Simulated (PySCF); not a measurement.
C5H5F, SMILES C=C[C@@H](F)C#C.

Geometry optimised at PBE0-D3(BJ)/def2-SVP. The structure was generated by enumeration; whether it is a known compound was not checked. Other conformers were not sampled.

Method: TDA-M06-2X/def2-SVPD run with PySCF.

Vertical excitations. Isolated molecule, no solvent.

```json
[
 {"state": "S1", "energy (eV)": "5.86", "λ (nm)": "212", "f": "0.000", "main pairs": "HOMO−1→LUMO+1 41 %, HOMO−1→LUMO+2 13 %, HOMO−1→LUMO+3 7 %"},
 {"state": "S2", "energy (eV)": "6.95", "λ (nm)": "178", "f": "0.003", "main pairs": "HOMO−1→LUMO 22 %, HOMO−2→LUMO+1 22 %, HOMO→LUMO+1 16 %, HOMO−1→LUMO+4 11 %"},
 {"state": "S3", "energy (eV)": "7.10", "λ (nm)": "175", "f": "0.007", "main pairs": "HOMO−2→LUMO 24 %, HOMO−2→LUMO+4 22 %, HOMO−2→LUMO+5 14 %, HOMO−1→LUMO+1 14 %"},
 {"state": "S4", "energy (eV)": "7.35", "λ (nm)": "169", "f": "0.009", "main pairs": "HOMO→LUMO+1 69 %"},
 {"state": "S5", "energy (eV)": "7.71", "λ (nm)": "161", "f": "0.043", "main pairs": "HOMO−1→LUMO 46 %, HOMO−3→LUMO 12 %, HOMO−1→LUMO+4 11 %, HOMO−1→LUMO+5 7 %"},
 {"state": "S6", "energy (eV)": "7.91", "λ (nm)": "157", "f": "0.172", "main pairs": "HOMO→LUMO+2 30 %, HOMO→LUMO 25 %, HOMO−1→LUMO+2 10 %, HOMO−1→LUMO+1 10 %"},
 {"state": "S7", "energy (eV)": "7.99", "λ (nm)": "155", "f": "0.130", "main pairs": "HOMO−1→LUMO+2 42 %, HOMO→LUMO 30 %, HOMO−1→LUMO+1 8 %"},
 {"state": "S8", "energy (eV)": "8.17", "λ (nm)": "152", "f": "0.284", "main pairs": "HOMO→LUMO+2 24 %, HOMO→LUMO 21 %, HOMO−1→LUMO+2 16 %, HOMO→LUMO+3 10 %"},
 {"state": "S9", "energy (eV)": "8.26", "λ (nm)": "150", "f": "0.073", "main pairs": "HOMO−2→LUMO+2 29 %, HOMO−2→LUMO 24 %, HOMO−2→LUMO+1 14 %, HOMO→LUMO+3 12 %"},
 {"state": "S10", "energy (eV)": "8.39", "λ (nm)": "148", "f": "0.028", "main pairs": "HOMO→LUMO+3 43 %, HOMO→LUMO+4 30 %, HOMO−2→LUMO 10 %"},
 {"state": "T1", "energy (eV)": "4.82", "λ (nm)": "257", "f": "0", "main pairs": "HOMO→LUMO 80 %"},
 {"state": "T2", "energy (eV)": "5.47", "λ (nm)": "227", "f": "0", "main pairs": "HOMO−2→LUMO+1 29 %, HOMO−2→LUMO+2 10 %, HOMO−1→LUMO+4 10 %, HOMO−1→LUMO+5 8 %"},
 {"state": "T3", "energy (eV)": "5.76", "λ (nm)": "215", "f": "0", "main pairs": "HOMO−1→LUMO+1 48 %, HOMO−1→LUMO+2 16 %, HOMO−1→LUMO+3 9 %"},
 {"state": "T4", "energy (eV)": "6.43", "λ (nm)": "193", "f": "0", "main pairs": "HOMO−1→LUMO 21 %, HOMO−1→LUMO+4 19 %, HOMO−2→LUMO+1 18 %, HOMO−1→LUMO+5 13 %"}
]
```
Triplets are in the Tamm–Dancoff approximation.
